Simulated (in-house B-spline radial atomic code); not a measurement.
How numerical settings move a run on Tb3+, [Xe] 4f8. Computed with an all-electron radial atomic-structure program (B-spline basis): Dirac-Hartree-Fock, average of configuration, Fermi nucleus of rms radius 5.06 fm.

Command:
```bash
python run_scf.py task.json out
```
Settings of the sound reference run:
```
Z                65
electrons        62
configuration    [Xe] 4f8
hamiltonian      dirac
method           hf
spin_polarised   False
nucleus          fermi
rms_radius       5.06
mass_number      159
atomic_mass      158.9254
speed_of_light   137.036
knot_spacing     0.22
spline_order     8
gauss_points     12
box_radius       16.22
max_iterations   70
damping          0.5
damped_steps     3
diis_vectors     10
tolerance        1e-08
start            Thomas-Fermi
```

Cost of the run: 2.2 s on 1 thread of Intel(R) Xeon(R) Platinum 8259CL CPU @ 2.50GHz (shared host).

It converges in 11 iterations to -11711.230127 hartree, with 4f7/2 at -44.8662 eV. The other runs change the listed settings, some to values that make no sense; their results aren't properties of the atom or ion. Radii are in bohr (the nuclear one in fm), a minus after a letter asks for a j subshell, and «unchanged» means within 1e-8 hartree. The run stops when the residual is below 10 × tolerance × max(1, Z/10), or a noise floor if that is larger, and the energy moves by less than 1e-8 × √|E| hartree; so very loose and very tight tolerances often act alike.

| changed settings | outcome |
| --- | --- |
| knot_spacing = 0.55 | converged in 11 iterations, energy +8.74e-01 hartree from the reference, 4f7/2 level -1.0e-01 eV |
| knot_spacing = 1.4 | converged in 10 iterations, energy +7.88e+02 hartree from the reference, 4f7/2 level -1.2e+02 eV (the program warns: 4f7/2 reaches the box edge; 1s1/2 reaches the box edge) |
| spline_order = 7, box_radius = 2.43, max_iterations = 3, diis_vectors = 1 | not converged after 3 iterations, last residual 1.8e-02, last energy +2.01e+00 hartree from the reference |
| speed_of_light = 58.51437 | converged in 11 iterations to -13402.7390 hartree, a different physical problem |
| damped_steps = 0 | converged in 10 iterations, energy unchanged, 4f7/2 level +3.5e-05 eV |
| knot_spacing = 0.4 | converged in 11 iterations, energy +6.40e-03 hartree from the reference, 4f7/2 level -2.4e-03 eV |
| knot_spacing = 0.3 | converged in 11 iterations, energy +7.16e-05 hartree from the reference, 4f7/2 level -5.4e-05 eV |
| damped_steps = 1 | converged in 11 iterations, energy unchanged, 4f7/2 level +4.6e-05 eV |
| tolerance = 1e-06 | converged in 10 iterations, energy unchanged, 4f7/2 level +2.4e-04 eV |
| tolerance = 1e-13 | converged in 11 iterations, energy unchanged |
| knot_spacing = 0.75 | converged in 11 iterations, energy +2.22e+01 hartree from the reference, 4f7/2 level -1.8e-01 eV (the program warns: 3s1/2 reaches the box edge; 3p1/2 reaches the box edge) |
| knot_spacing = 1 | converged in 11 iterations, energy +2.54e+02 hartree from the reference, 4f7/2 level -5.0e+01 eV (the program warns: 4f7/2 reaches the box edge; 2s1/2 reaches the box edge) |
| knot_spacing = 0.1 | converged in 11 iterations, energy -1.87e-07 hartree from the reference |
| electrons = 63, configuration = [Kr] 4d10 4f8 5s2 5p7, max_iterations = 60 | stopped with error: shell 5p holds at most 6 electrons |

(1) What happens with knot_spacing = 0.55, gauss_points = 16, first_knot = 0.0154, max_iterations = 100, diis_vectors = 4?

(2) What happens with max_iterations = 3, damping = 0.2, damped_steps = 8, diis_vectors = 1?

(3) What happens with damped_steps = 30?

(4) What happens with knot_spacing = 0.15?

## Answers

(1) Converged in 12 iterations, energy +7.18e+00 hartree from the reference, 4f7/2 level -1.6e-01 eV.

(2) Not converged after 3 iterations, last residual 6.7e-01, last energy +1.55e+01 hartree from the reference.

(3) Converged in 26 iterations, energy unchanged, 4f7/2 level +7.7e-07 eV.

(4) Converged in 11 iterations, energy -1.91e-07 hartree from the reference, 4f7/2 level -5.0e-07 eV.
